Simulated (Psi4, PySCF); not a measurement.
PySCF was given this input:
```python
from pyscf import gto, scf, dft

mol = gto.Mole()
mol.atom = '''
    S     0.10558214   -0.00190789    0.04613646
    H    -0.31822157    0.99705449   -0.76565970
    H    -0.35082551   -0.98045104   -0.77282250
    H    -1.02026722    0.01392277    0.80029891
'''
mol.basis = '6-311g**'
mol.charge = 1
mol.verbose = 4
mol.build()

mf = dft.RKS(mol)
mf.xc = 'r2scan'
mf.grids.atom_grid = (99, 590)
mf.grids.prune = None
mf.kernel()
```

Problem. Write the same job for Psi4.

Solution. Several could match; the one computed here: 
```
memory 2 GB

molecule {
1 1
  S     0.10558214   -0.00190789    0.04613646
  H    -0.31822157    0.99705449   -0.76565970
  H    -0.35082551   -0.98045104   -0.77282250
  H    -1.02026722    0.01392277    0.80029891
}

set basis 6-311g**
set scf_type pk
set puream true
set d_convergence 1e-8
set dft_radial_points 99
set dft_spherical_points 590

energy('r2scan')
print_variables()
```

Both were run: PySCF gave -399.646329 Eh and Psi4 -399.646343 Eh, 0.014 mEh apart.
